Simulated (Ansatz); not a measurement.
Computed with Ansatz on PBE0-D4/def2-TZVP structures; ΔE is electronic, products minus reactants. CCSD(T)/CBS is the MP2 limit (def2-TZVPP, def2-QZVPP) plus CCSD(T) − MP2 in def2-TZVPP, frozen cores. This one scheme is used for every species. Functionals use def2-TZVPP. One conformer a species, not always the lowest.

Reaction (ligand exchange at the Si–O bond): `CC[Si]O[SiH3]` + CH₃SH → `CC[Si]SC` + silanol

Q: Is it downhill or uphill in electronic energy at CCSD(T)/CBS, and by how much? (An estimate is asked.)

A: The calculation gave: Uphill: ΔE = +32.8 kJ/mol.

Q: What do these levels give: LDA (SPW92), BHLYP-D4, CAM-B3LYP-D4, ωB97X-V, ωB97M-V, B2PLYP, PBE, BLYP, CCSD(T)/def2-SVP, SCS-MP2/def2-TZVPP, MP2/def2-QZVPP, CCSD/CBS(def2)? (Best estimate.)

A: The calculation gave: LDA (SPW92) 17.8, BHLYP-D4 44.9, CAM-B3LYP-D4 45.4, ωB97X-V 39.4, ωB97M-V 38.0, B2PLYP 36.5, PBE 17.6, BLYP 33.7, CCSD(T)/def2-SVP 38.9, SCS-MP2/def2-TZVPP 38.6, MP2/def2-QZVPP 29.5, CCSD/CBS(def2) 39.1 kJ/mol.

Largest T1 diagnostic among the species: 0.014.

At CCSD(T), def2-SVP lies +6.1 kJ/mol from the extrapolated value and def2-TZVPP +3.0 kJ/mol. From r2SCAN to r2SCAN0 (25 % exact exchange), in def2-TZVPP and without D4, ΔE moves by +4.0 kJ/mol. Leaving LDA and LC-ωPBE aside and taking each functional with its dispersion term where it has one, the values, not all of them listed here, spread over 29.1 kJ/mol, from revPBE-D4 to CAM-B3LYP-D4.
